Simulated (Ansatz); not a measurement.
Geometry optimisation, RKS PBE-D4/def2-SVP in Ansatz 0.2.0.

Input file:

```yaml
crystal:
  periodic: [false, false, false]
  atoms:
    - { symbol: Zn, position_ang: [0.6577, 1.2297, -0.258] }
    - { symbol: H, position_ang: [2.0692, 2.4264, 0.5464] }
    - { symbol: C, position_ang: [-0.6183, -0.1677, -0.9755] }
    - { symbol: C, position_ang: [-1.0375, -1.0797, 0.1643] }
    - { symbol: H, position_ang: [2.1074, 1.5715, 1.0297] }
    - { symbol: F, position_ang: [1.8267, 0.4358, 1.3318] }
    - { symbol: H, position_ang: [-0.0737, -0.737, -1.7266] }
    - { symbol: H, position_ang: [-1.4876, 0.2759, -1.4522] }
    - { symbol: H, position_ang: [-0.1721, -1.4755, 0.6915] }
    - { symbol: H, position_ang: [-1.6052, -1.9224, -0.2329] }
    - { symbol: H, position_ang: [-1.6667, -0.557, 0.8816] }
basis:
  gaussian: { orbitals: def2-SVP }
hamiltonian:
  xc: pbe
  dispersion: d4
relax:
  f_tol: 0.15
  max_steps: 25
  restrain:
    - { distance: [0, 5], at: 3.09, k: 30.0 }
    - { distance: [4, 1], at: 1.92, k: 30.0 }
    - { distance: [0, 1], at: 1.53, k: 30.0 }
    - { distance: [4, 5], at: 0.88, k: 30.0 }
output:
  orbitals: {}
```

Run as:

```bash
$ ansatz run input.yaml --threads 2 --pin off --max-ram 3072MiB --backend cpu --events-out ev --progress --plain --runs-dir out
```

Task: Where does it end, and by what steps?

Result: The run converged. The restraints hold the end off the free minimum. After 9 steps the energy has fallen by 0.429 eV (the restraints' own energy left out); F6 moved furthest, 0.78 Å. Parted: Zn1–F6. Joined: Zn1–H2, H5–F6.

```json
{"step": "0", "energy less start (eV)": "0.0000", "largest force component (eV/Å)": "0.728", "accepted": "yes"}
{"step": "1", "energy less start (eV)": "-0.0956", "largest force component (eV/Å)": "1.860", "accepted": "yes"}
{"step": "2", "energy less start (eV)": "-0.2323", "largest force component (eV/Å)": "0.971", "accepted": "yes"}
{"step": "3", "energy less start (eV)": "-0.1389", "largest force component (eV/Å)": "2.759", "accepted": "yes"}
{"step": "4", "energy less start (eV)": "-0.3399", "largest force component (eV/Å)": "2.406", "accepted": "yes"}
{"step": "5", "energy less start (eV)": "-0.4240", "largest force component (eV/Å)": "1.127", "accepted": "yes"}
{"step": "6", "energy less start (eV)": "-0.3867", "largest force component (eV/Å)": "1.032", "accepted": "no"}
{"step": "7", "energy less start (eV)": "-0.4371", "largest force component (eV/Å)": "0.486", "accepted": "no"}
{"step": "8", "energy less start (eV)": "-0.4331", "largest force component (eV/Å)": "0.897", "accepted": "yes"}
{"step": "9", "energy less start (eV)": "-0.4287", "largest force component (eV/Å)": "1.116", "accepted": "yes"}
```

```xyz
11
Properties=species:S:1:pos:R:3
Zn 0.559 1.310 -0.439
H 1.534 2.374 0.103
C -0.639 -0.108 -1.038
C -1.045 -1.035 0.119
H 2.312 1.236 1.435
F 2.389 0.432 1.879
H -0.109 -0.684 -1.830
H -1.534 0.329 -1.533
H -0.162 -1.443 0.654
H -1.646 -1.904 -0.229
H -1.659 -0.507 0.878
```

Run time: 25 s on 2 threads of Arm Neoverse V1, with other jobs on the host, peak memory 0.15 GiB.
